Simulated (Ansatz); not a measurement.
`[F][Ti]([F])([F])[I]` and `[F][Ti]([F])([F])[F]` differ in one atom or group.

Ansatz, PBE0-D4/def2-TZVP geometries, multiplicity 1. 

Elements past krypton have def2 core potentials. Scalar relativity is left out up to krypton.

```tsv
property	`[F][Ti]([F])([F])[I]`
LUMO energy (B3LYP/def2-TZVPP) / eV	-3.63
HOMO–LUMO gap (PBE0/def2-TZVPP) / eV	5.14
LUMO energy (PBE/def2-TZVPP) / eV	-4.19
LUMO energy (ωB97M-V/def2-TZVPP) / eV	-1.18
size of the dipole moment (PBE/def2-TZVPP) / D	0.55
ideal-gas entropy at 298 K and 1 bar (rigid rotor, harmonic PBE0-D4/def2-TZVP) / J/(mol·K)	350
```

(1) Give the same properties after the change, and the shifts. (An estimate is asked.)

Results:

(1) The calculation gave: 
```
                                                                                  property  `[F][Ti]([F])([F])[F]`  shift
                                                       LUMO energy (B3LYP/def2-TZVPP) / eV                   -3.44   0.19
                                                      HOMO–LUMO gap (PBE0/def2-TZVPP) / eV                    9.42   4.28
                                                         LUMO energy (PBE/def2-TZVPP) / eV                   -4.01   0.18
                                                     LUMO energy (ωB97M-V/def2-TZVPP) / eV                   -0.70   0.48
                                            size of the dipole moment (PBE/def2-TZVPP) / D                    0.00  -0.55
ideal-gas entropy at 298 K and 1 bar (rigid rotor, harmonic PBE0-D4/def2-TZVP) / J/(mol·K)                     306    -44
```

With PBE0 the HOMO falls by 4.01 eV and the LUMO rises by 0.27 eV, so the gap widens by about 4.28 eV. PBE moves the HOMO by -3.07 eV and ωB97M-V by -4.45 eV.

B3LYP here is the variant with VWN-RPA as its local correlation; programs differ in this.

Spin–orbit coupling is left out; it splits and shifts lone-pair levels of the heavy atoms by tenths of an eV.
